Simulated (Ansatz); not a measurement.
Ansatz results at the PBE0-D4/def2-TZVP geometry: LUMO energy (PBE/def2-TZVPP) -2.61 eV; HOMO energy (PBE/def2-TZVPP) -5.01 eV; HOMO–LUMO gap (ωB97M-V/def2-TZVPP) 8.87 eV.

Problem. Which molecule gave them?
A. `C1SS1`
B. `[AlH2][SiH]1C[SiH2]N1`
C. `[CH3][Zn][CH2]O`
D. `S=CS`

Solution. A. The others give `[AlH2][SiH]1C[SiH2]N1`: -2.76, -5.51, 8.26; `S=CS`: -3.12, -5.50, 8.73; `[CH3][Zn][CH2]O`: -1.11, -5.04, 9.52.
